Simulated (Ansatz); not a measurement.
Basis sets compared for the cluster Na4Li2 (the lowest singlet isomer of a short search). The state is a singlet with charge 0. Geometry PBE/def2-SVP. Ansatz on 4 threads of Arm Neoverse V2 on a shared host; times are rough, and most runs start from earlier orbitals.

```xyz
6

Li   -0.004   -0.005    0.006
Li   -0.943   -2.233    1.575
Na   -0.825    2.100   -2.104
Na   -2.977   -0.540   -0.599
Na    2.291   -1.098    1.751
Na    2.458    1.775   -0.630
```

The restricted singlet is unstable towards broken spin symmetry in Hartree–Fock (as tested in another run); at PBE/def2-SVP, PBE/def2-TZVP, PBE/def2-TZVPD, r2SCAN/def2-TZVP and others this wasn't settled. The structure comes from a short search, and lower isomers may exist.

```tsv
level	functions	energy (Eh)	HOMO (eV)	LUMO (eV)	wall time
PBE/def2-SVP	78	-663.4655	-3.01	-1.72	0.95 s
PBE/def2-TZVP	156	-663.7193	-3.03	-1.76	1.4 s
r2SCAN/def2-TZVP (with forces)	156	-664.0754	-3.00	-1.60	4.2 s
PBE0/def2-SVP	78	-663.5294	-3.42	-1.31	1.5 s
PBE0/def2-TZVP	156	-663.7801	-3.43	-1.34	1.8 s
```

Task: Estimate the rows for PBE/def2-TZVPD, r2SCAN/def2-TZVPD, PBE0/def2-TZVPD.

Result: 
| level | functions | energy (Eh) | HOMO (eV) | LUMO (eV) | wall time |
| --- | --- | --- | --- | --- | --- |
| PBE/def2-TZVPD | 174 | -663.7198 | -3.03 | -1.76 | 2.1 s |
| r2SCAN/def2-TZVPD | 174 | -664.0756 | -3.00 | -1.60 | 4.8 s |
| PBE0/def2-TZVPD | 174 | -663.7804 | -3.43 | -1.34 | 2.4 s |
